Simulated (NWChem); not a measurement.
Species: BNH2Cl2; SMILES NB(Cl)Cl

```xyz
6

B      0.0000     0.0000    -0.3475
Cl     1.5354     0.0000     0.5451
Cl    -1.5354     0.0000     0.5451
N      0.0000     0.0000    -1.7448
H     -0.8610     0.0000    -2.2911
H      0.8610     0.0000    -2.2911
```
Atoms are numbered in this order, from 1.

Computed with NWChem. Structure relaxed at the PBE-D3(BJ)/def2-SVP level. Ions are spin-unrestricted doublets at the neutral geometry; other ion states weren't tried. Functional: LC-ωPBE (HJS hole) with def2-SVP; rows give the range parameter ω in 1/bohr.

### Question
At which range parameter does −ε(HOMO) equal the ΔSCF ionisation energy (optimal tuning)?

### Answer
about 0.38 per bohr, by linear interpolation in these runs:
| range parameter (1/bohr) | vertical ionisation energy, ΔSCF (eV) | −ε(HOMO) (eV) | ΔSCF minus −ε(HOMO) (eV) |
|---|---|---|---|
| 0.15 | 10.45 | 9.01 | 1.44 |
| 0.35 | 11.06 | 10.92 | 0.14 |
| 0.40 | 11.16 | 11.25 | -0.09 |
| 0.80 | 11.34 | 12.56 | -1.22 |
